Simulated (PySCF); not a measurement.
Gas-phase reaction: WO3 + 2 SF6 ⇌ WOF4 + 2 F2 + 2 SOF2

Computed with PySCF and rigid-rotor harmonic-oscillator thermochemistry at 1 bar. † marks an energy on the PBE0/def2-TZVP geometry and frequencies; other levels use their own. CCSD(T) freezes the core. All species are closed-shell singlets. W: scalar-relativistic def2 core potential, no spin-orbit coupling. CCSD(T) isn't extrapolated to the basis-set limit; its ΔH°(298 K) is 56.4 kJ in def2-SVP and 167.0 kJ in def2-TZVPP. The harmonic model lacks anharmonicity and excited electronic states, which grow with temperature; levels with a mode under 35 cm⁻¹ are left out. Soft modes under 120 cm⁻¹ make the harmonic entropy rough for WOF4. Warning, large T1 diagnostic: WO3, WOF4 (CCSD(T)/def2-SVP†).

```csv
level,"ΔE electronic, kJ","ΔH°(298 K), kJ","ΔS°(298 K), J/K","ΔG°(1000 K), kJ"
CCSD(T)/def2-SVP†,79,56,430,-374
M06-2X/def2-TZVP†,241,219,430,-211
PBE0/def2-TZVP,209,187,430,-243
r2SCAN/def2-TZVP†,218,196,430,-234
ωB97X-V/def2-TZVP†,183,161,430,-269
```
ΔH° is lowest at CCSD(T)/def2-SVP† and highest at M06-2X/def2-TZVP†. No reference value is set beside these.
